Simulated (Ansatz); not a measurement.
Calculated with Ansatz (gas phase, PBE0-D4/def2-TZVP geometries, no zero-point term in ΔE). CBS: MP2 limit from def2 TZ/QZ plus the TZ coupled-cluster correction, frozen cores. This one scheme is used for every species. DFT in def2-TZVPP. HSE06 is defined as in plane-wave codes. For Ge outer-core shells are correlated without core-valence functions, which leaves a few kJ/mol of doubt a bond. Scalar relativity is left out up to krypton.

Consider the hydrogenolysis of a Ge–Ge bond: `[Cl][GeH]([Cl])[GeH3]` + H₂ → `[Cl][GeH2][Cl]` + GeH₄.

Problem. Is it downhill or uphill in electronic energy at CCSD(T)/CBS, and by how much? (Estimate.)

Solution. The calculation gave: Uphill: ΔE = +4.2 kcal/mol.

Problem. What do these levels give: LDA (SPW92), HSE06, RPA@PBE/def2-TZVPP, CCSD(T)/def2-SVP, HF/def2-TZVPP, CCSD/def2-TZVPP? (Best estimate.)

Solution. Computed: LDA (SPW92) 4.0, HSE06 3.1, RPA@PBE/def2-TZVPP 2.5, CCSD(T)/def2-SVP -0.7, HF/def2-TZVPP -3.4, CCSD/def2-TZVPP 2.0 kcal/mol.

Problem. What do rigid-rotor, harmonic-oscillator terms from PBE0-D4/def2-TZVP frequencies (298.15 K, 1 bar) make of the CCSD(T)/CBS value? (An estimate is asked.)

Solution. Ansatz gave: ΔZPE = +2.5 kcal/mol, ΔH = +5.2 kcal/mol, ΔS = 4 J/(mol·K), ΔG = +4.9 kcal/mol.

Largest T1 diagnostic among the species: 0.012.

Leaving LDA and LC-ωPBE aside and taking each functional with its dispersion term where it has one, the values, not all of them listed here, spread over 6.0 kcal/mol, from B97M-V to revPBE-D4. From BLYP to BHLYP (50 % exact exchange), in def2-TZVPP and without D4, ΔE moves by −2.6 kcal/mol. The D4 term adds +2.7 kcal/mol with B3LYP and +1.5 kcal/mol with PBE0; it sums over pairs of atoms, weighted by their polarisabilities, and B3LYP, whose exchange is more repulsive, gets the larger term.

B3LYP here is the variant with VWN-RPA as its local correlation; programs differ in this.
